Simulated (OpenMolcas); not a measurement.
**Cr2+: ligand-field states by method**

Cr2+ with its 8 nearest fluoride ions at 2.334 Å, on the Sr site of SrF2 (a = 5.796 Å, distance in the model lattice 2.510 Å). The rest of the host is ab initio model potentials to 7.6 Å and point charges beyond; the distance is set by hand and nothing relaxes. Ligand basis ANO-RCC-VDZP.
```
Cr    0.0000    0.0000    0.0000
F     1.3475    1.3475    1.3475
F     1.3475    1.3475   -1.3475
F     1.3475   -1.3475    1.3475
F     1.3475   -1.3475   -1.3475
F    -1.3475    1.3475    1.3475
F    -1.3475    1.3475   -1.3475
F    -1.3475   -1.3475    1.3475
F    -1.3475   -1.3475   -1.3475
```

```
Program             : OpenMolcas 26.06
Basis               : ANO-RCC-VDZP [5s4p2d1f]
Scalar Hamiltonian  : DKH2, point nucleus
Active space        : 4 electrons in 5 orbitals (3d)
State averaging     : 2S+1 = 5 even, 5 roots; 2S+1 = 3 even, 45 roots; 2S+1 = 1 even, 50 roots
Spin-orbit coupling : RASSI with atomic mean-field integrals over the reference wave functions
```

I. CASSCF
II. SS-CASPT2, IPEA 0.25 Eh, imaginary shift 0.1 Eh (closed shells correlated: 3s 3p and the ligand valence shells)

Spin-free states (labels of O, the rotations of Oh) in cm-1, each column counted from its own energy of the first state listed:

| State | Degeneracy | I | II |
| --- | --- | --- | --- |
| 5T2 | 3 | 0 | 0 |
| 5E | 2 | 3789 | 4700 |
| 3T1 | 3 | 16776 | 14950 |
| 3T2 | 3 | 18664 | 17010 |
| 3T1 | 3 | 20079 | 18240 |
| 3E | 2 | 22004 | 20480 |
| 3T2 | 3 | 22547 | 19360 |
| 3T1 | 3 | 22791 | 19370 |
| 1A1 | 1 | 22804 | 20650 |
| 3A2 | 1 | 25307 | 22150 |
| 3T1 | 3 | 25346 | 23510 |
| 3T2 | 3 | 25556 | 22320 |
| 1T1 | 3 | 25693 | 22690 |
| 3E | 2 | 26412 | 23700 |
| 3A1 | 1 | 28388 | 25780 |
| 1T2 | 3 | 28483 | 25990 |
| 3T1 | 3 | 29363 | 27880 |
| 1E | 2 | 30038 | 26390 |
| 1A1 | 1 | 30905 | 26510 |
| 1T2 | 3 | 31703 | 28730 |

From I to II, I's first state of the same spin (5E) moves from 3789 to 4700 cm-1, by about +910 cm-1.

From I to II, I's first state of another spin (3T1) moves from 16776 to 14950 cm-1, by about -1800 cm-1.

χT at 300 K: I 2.60, II 2.62 cm3 K/mol.

Roots that are degenerate in the reference are averaged as groups; the widest CASPT2 spread within a group is 630 cm-1 (the 3-fold group of multiplicity 3 near 18200 cm-1 above the lowest state of its run, II). Shifts and gaps below about the spread of the groups concerned are not significant. Over all roots computed the reference weight is 0.68 to 0.69 in II; a low but even weight reflects the number of correlated electrons. An orbital triplet at a regular site is open to Jahn-Teller coupling, which can distort the site and quench the lowest spin-orbit gaps and is left out. Ligand-to-metal charge-transfer states are missing. With no ligand orbital active B as a rule stays too high, so bands that hang on it stand too high and its fall with covalency is understated. Without dynamic correlation the repulsion within the d shell is too large (B by tens of per cent), so at a given field states of lower spin stand too high (holds for I). With metal d orbitals alone and no dynamic correlation 10Dq can be off by a tenth to a fifth, either way, in oxide and fluoride hosts (holds for I). These CASPT2 states fit no ligand-field parameters well, so their order and spin gaps are uncertain (holds for II). With one d shell and no ligand orbital active, 10Dq can be off by tens of per cent for divalent 3d ions, low with halides held by bare charges and at times high in hosts (holds for II). Free-ion shares, where given, are those of the reference states; single-state CASPT2 does not remix them (holds for II). No measured value stands beside these numbers; the geometry was set by hand and not optimised.
